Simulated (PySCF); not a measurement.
**Ca (calcium, neutral) across methods**

[Ar] 3d1 4s1, high-spin 3D determinant (an excited configuration). Calculation: PySCF 2.14, in aug-cc-pwCVTZ-X2C with one added diffuse shell each of s, p, d, f type (10s9p7d4f, 100 functions); scalar relativity by spin-free X2C-1e.

| method | E (hartree) | mean ε 3p β (eV) | mean ε 4s α (eV) | mean ε 3d α (eV) | Σ⟨r²⟩ (bohr²) | ⟨S²⟩ |
| --- | --- | --- | --- | --- | --- | --- |
| PBE | -680.182 | -25.391 | -3.537 | -1.215 | 51.55 | 2.000 |
| LDA | -678.534 | -25.414 | -3.680 | -1.168 | 50.92 | 2.000 |
| BP86 | -680.479 | -25.478 | -3.669 | -1.296 | 50.88 | 2.000 |
| UHF | -679.55373 | -33.599 | -5.253 | -3.418 | 52.23 | 2.001 |
| r2SCAN | -680.356 | -26.027 | -3.571 | -1.262 | 50.54 | 2.001 |
| B3LYP | -680.415 | -27.112 | -3.907 | -1.683 | 50.53 | 2.000 |
| PW91 | -680.408 | -25.407 | -3.568 | -1.240 | 51.22 | 2.000 |
| PBEsol | -679.320 | -25.343 | -3.564 | -1.158 | 51.33 | 2.000 |
| PBE0 | -680.216 | -27.577 | -4.012 | -1.846 | 50.58 | 2.000 |
